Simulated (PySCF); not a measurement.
Ga(vinyl)(OH)(NH2) (C2H6GaNO), SMILES C=[CH][Ga]([NH2])[OH].

Geometry: PBE0-D3(BJ)/def2-SVP. The structure was generated by enumeration; whether it is a known compound was not checked. Other conformers were not sampled.

These are PySCF with PBE0-D3(BJ)/def2-SVP values and carry that method's errors.

Frequencies are harmonic and unscaled.

### Question
Give all harmonic wavenumbers and intensities. (Estimate from the structure and the level; the computed values follow.)

### Answer

```csv
mode,ν (cm⁻¹),IR (km/mol),Raman (Å⁴/amu),depolarisation,moving atoms (share of kinetic energy)
1,40,0.6,4.8,0.75,"C 41 %, H 39 %, O 15 %"
2,102,1.2,1.8,0.64,"C 27 %, N 23 %, H 22 %, O 15 %, Ga 13 %"
3,145,99.5,0.1,0.75,"H 37 %, N 35 %, Ga 18 %"
4,187,17.2,1.7,0.73,"O 38 %, N 24 %, H 22 %, Ga 13 %"
5,200,52.4,0.5,0.75,"H 69 %, Ga 18 %, O 10 %"
6,279,97.1,0.1,0.75,H 95 %
7,293,2.9,3.3,0.44,"C 60 %, H 21 %, Ga 14 %"
8,357,64.7,0.4,0.75,"H 91 %, O 8 %"
9,484,9.8,10.1,0.75,"H 64 %, C 33 %"
10,577,13.1,9.6,0.07,"C 61 %, H 22 %, Ga 8 %"
11,689,17.0,3.6,0.38,"H 68 %, N 15 %, O 13 %"
12,697,145.0,8.0,0.06,"O 44 %, N 23 %, H 19 %, Ga 14 %"
13,726,95.9,4.8,0.56,"N 44 %, Ga 25 %, O 21 %, H 10 %"
14,799,70.7,1.8,0.60,H 87 %
15,991,33.0,0.3,0.75,"H 73 %, C 27 %"
16,1002,8.8,3.0,0.53,"H 86 %, C 13 %"
17,1056,11.6,0.1,0.75,H 93 %
18,1262,2.3,9.2,0.21,"H 72 %, C 28 %"
19,1421,9.2,22.6,0.46,"H 84 %, C 16 %"
20,1523,35.9,5.0,0.66,"H 90 %, N 10 %"
21,1679,7.9,13.7,0.06,"C 85 %, H 15 %"
22,3128,17.9,109.0,0.17,H 95 %
23,3169,2.8,141.4,0.34,"H 92 %, C 8 %"
24,3219,11.2,91.2,0.61,"H 89 %, C 11 %"
25,3631,22.1,153.8,0.12,H 96 %
26,3737,26.4,88.3,0.73,"H 91 %, N 9 %"
27,3929,50.6,147.0,0.28,H 94 %
```
